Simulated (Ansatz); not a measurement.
`FC(Cl)Br` + H₂ → `FCCl` + HBr at 500 K and 1 bar (hydrogenolysis of a C–Br bond).

Isolated molecules relaxed with PBE0-D4/def2-TZVP in Ansatz; ΔE leaves out vibrations. CCSD(T)/CBS adds triple-zeta CCSD(T) − MP2 to the extrapolated MP2 energy (def2 sets, frozen cores). This one scheme is used for every species. For Br outer-core shells are correlated without core-valence functions, which leaves a few kJ/mol of doubt a bond. Scalar relativity is left out up to krypton.

```json
{"species": "`FC(Cl)Br`", "CCSD(T)/CBS energy (Eh)": "-3171.52249", "H − E (kJ/mol)": "83.5", "S (J/(mol·K))": "341.0"}
{"species": "H₂", "CCSD(T)/CBS energy (Eh)": "-1.17544", "H − E (kJ/mol)": "41.0", "S (J/(mol·K))": "145.5"}
{"species": "`FCCl`", "CCSD(T)/CBS energy (Eh)": "-598.81139", "H − E (kJ/mol)": "104.1", "S (J/(mol·K))": "292.1"}
{"species": "HBr", "CCSD(T)/CBS energy (Eh)": "-2573.91920", "H − E (kJ/mol)": "30.5", "S (J/(mol·K))": "213.7"}
```

H − E and S are ideal-gas, rigid-rotor, harmonic terms from PBE0-D4/def2-TZVP, for one conformer and one mirror image of each species. The MP2-based limit puts H₂ 0.8 mEh under its directly extrapolated value; such offsets cancel only in part. 1 Eh = 2625.50 kJ/mol, R = 8.31446 J/(mol·K).

**Question.** By hand: ΔE, ΔH, ΔS and ΔG.

**Answer.** ΔE = (-598.81139) + (-2573.91920) − (-3171.52249) − (-1.17544) = -0.03266 Eh = -85.7 kJ/mol. Δ(H − E) = 104.1 + 30.5 − 83.5 − 41.0 = 10.1, so ΔH = -75.6 kJ/mol. ΔS = 292.1 + 213.7 − 341.0 − 145.5 = 19.3 J/(mol·K). ΔG = -75.6 − 500 × (19.3)/1000 = -85.2 kJ/mol.

**Question.** By hand: the equilibrium constant, and the temperature at which ΔG would vanish if ΔH and ΔS stayed fixed.

**Answer.** log₁₀ K = −ΔG/(RT ln 10) = 8.9. ΔH and −TΔS have one sign here, so there is no such temperature.

ΔH outweighs TΔS. A doubt of 5 kJ/mol in ΔE shifts log₁₀ K by 0.5 here. Other conformers and mirror images would add mixing entropy, several J/(mol·K) or more a flexible species. These are equilibria of isolated gas molecules and say nothing of rates. Largest T1 diagnostic: 0.010 (customary marks: 0.02 for closed shells, 0.045 for open ones).
